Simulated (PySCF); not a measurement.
Cartesian coordinates (Å):
SMILES: C=CNC
```xyz
11

C     -1.1350    -0.7013    -1.4830
C     -0.5129    -0.5753    -0.3094
N      0.6551     0.1071    -0.0618
C      0.8771     0.6727     1.2459
H     -0.7794    -0.2044    -2.3792
H     -2.0071    -1.3327    -1.5708
H     -0.9055    -1.0839     0.5683
H      0.9631     0.6887    -0.8258
H      0.6957    -0.0918     2.0048
H      0.2313     1.5330     1.4721
H      1.9176     0.9879     1.3389
```
Charge 0, multiplicity 1.

Q: What is the computed total energy, LUMO and HOMO (PBE0-D3(BJ)/def2-TZVP (PySCF))?

A: 
* **total energy**: -173.1109 Ha
* **LUMO**: 0.96 eV
* **HOMO**: -5.75 eV
